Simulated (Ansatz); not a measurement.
Harmonic frequencies (cm⁻¹) at PBE0-D4/def2-TZVP from Ansatz: 147, 166, 166, 212, 212, 231, 586, 600, 600, 758, 793, 793, 903, 903, 903, 1268, 1268, 1290, 1446, 1451, 1451, 1460, 1460, 1470, 3050, 3052, 3052, 3144, 3145, 3145, 3152, 3152, 3152.

Which molecule is it?
A. `C[As](C)[SiH3]`
B. `CC[AsH]C`
C. `CC[AsH][SiH3]`
D. `C[As](C)C`

D.
